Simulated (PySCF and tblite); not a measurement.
Results of a calculation; reference values are marked as such.
2 diastereomers of C5H11FSSi, numbered alike:

| isomer | SMILES | descriptors (one enantiomer) |
| --- | --- | --- |
| A | [CH3:1][S:2][C@@H:3]1[CH2:4][C@H:5]([F:6])[CH2:7][SiH2:8]1 | 3R, 5S |
| B | [CH3:1][S:2][C@H:3]1[CH2:4][C@H:5]([F:6])[CH2:7][SiH2:8]1 | 3S, 5S |

Protocol: conformer search, at most 5 conformers an isomer, GFN2-xTB geometries, energies B3LYP/pcSseg-1 (IEF-PCM, tetrahydrofuran) (D3(BJ) added where defined), GIAO shieldings B3LYP/pcSseg-1 (IEF-PCM, tetrahydrofuran), weights at 298.15 K with GFN2-xTB thermal terms. Programs: PySCF with density fitting and tblite.

**Question.** What shifts does each isomer give (ppm; of two unlike H on one atom, a is the less shielded)?

**Answer.** 
A: ¹H (against TMS): 5.35 (H5, 1H), 2.62 (H4a, 1H), 2.28 (H3, 1H), 2.27 (H1, 3H), 1.97 (H4b, 1H), 1.41 (H7a, 1H), 1.38 (H7b, 1H). ¹³C (against TMS): 102.0 (C5), 48.1 (C4), 33.1 (C3), 23.5 (C1), 21.1 (C7). ²⁹Si (against TMS): -32.6 (Si8).

B: ¹H (against TMS): 5.68 (H5, 1H), 2.82 (H4a, 1H), 2.57 (H3, 1H), 2.28 (H1, 3H), 1.59 (H4b, 1H), 1.36 (H7a, 1H), 1.23 (H7b, 1H). ¹³C (against TMS): 103.2 (C5), 48.2 (C4), 34.9 (C3), 23.9 (C1), 20.2 (C7). ²⁹Si (against TMS): -30.3 (Si8). H not on carbon is left out.

Unscaled ²⁹Si shifts at such levels can be off by tens of ppm; differences between conformers or isomers are more reliable. Shifts are unscaled: against experiment ¹³C can be off by 15 ppm or more and ¹H by 0.8 ppm.
